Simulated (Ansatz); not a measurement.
`C[O][Al]([NH2])[Cl]` + HBr → `[NH2][Al]([Cl])[Br]` + CH₃OH at 700 K and 1 bar (ligand exchange at the Al–O bond).

Program: Ansatz. Geometries: PBE0-D4/def2-TZVP. ΔE: electronic, gas phase. CBS: MP2 limit from def2 TZ/QZ plus the TZ coupled-cluster correction, frozen cores. This one scheme is used for every species. For Br outer-core shells are correlated without core-valence functions, which leaves a few kJ/mol of doubt a bond. Scalar relativity is left out up to krypton. Each species was taken in one conformer, which may not be the lowest.

```json
{"species": "`C[O][Al]([NH2])[Cl]`", "CCSD(T)/CBS energy (Eh)": "-872.89306", "H − E (kJ/mol)": "262.1", "S (J/(mol·K))": "485.9"}
{"species": "HBr", "CCSD(T)/CBS energy (Eh)": "-2573.91920", "H − E (kJ/mol)": "36.5", "S (J/(mol·K))": "223.7"}
{"species": "`[NH2][Al]([Cl])[Br]`", "CCSD(T)/CBS energy (Eh)": "-3331.20678", "H − E (kJ/mol)": "133.7", "S (J/(mol·K))": "423.8"}
{"species": "CH₃OH", "CCSD(T)/CBS energy (Eh)": "-115.61712", "H − E (kJ/mol)": "170.8", "S (J/(mol·K))": "288.5"}
```

H − E and S are ideal-gas, rigid-rotor, harmonic terms from PBE0-D4/def2-TZVP, for one conformer and one mirror image of each species. 1 Eh = 2625.50 kJ/mol, R = 8.31446 J/(mol·K).

**Question.** By hand: ΔE, ΔH, ΔS and ΔG.

**Answer.** ΔE = (-3331.20678) + (-115.61712) − (-872.89306) − (-2573.91920) = -0.01164 Eh = -30.6 kJ/mol. Δ(H − E) = 133.7 + 170.8 − 262.1 − 36.5 = 5.9, so ΔH = -24.7 kJ/mol. ΔS = 423.8 + 288.5 − 485.9 − 223.7 = 2.7 J/(mol·K). ΔG = -24.7 − 700 × (2.7)/1000 = -26.6 kJ/mol.

**Question.** By hand: the equilibrium constant, and the temperature at which ΔG would vanish if ΔH and ΔS stayed fixed.

**Answer.** log₁₀ K = −ΔG/(RT ln 10) = 2.0. ΔH and −TΔS have one sign here, so there is no such temperature.

The number of gas molecules stays the same, so ΔS is small and ΔH decides. A doubt of 5 kJ/mol in ΔE shifts log₁₀ K by 0.4 here. Other conformers and mirror images would add mixing entropy, several J/(mol·K) or more a flexible species. These are equilibria of isolated gas molecules and say nothing of rates. Largest T1 diagnostic: 0.010 (customary marks: 0.02 for closed shells, 0.045 for open ones).

ΔS is within the doubt of such terms, so its sign, and with it that verdict, could turn.
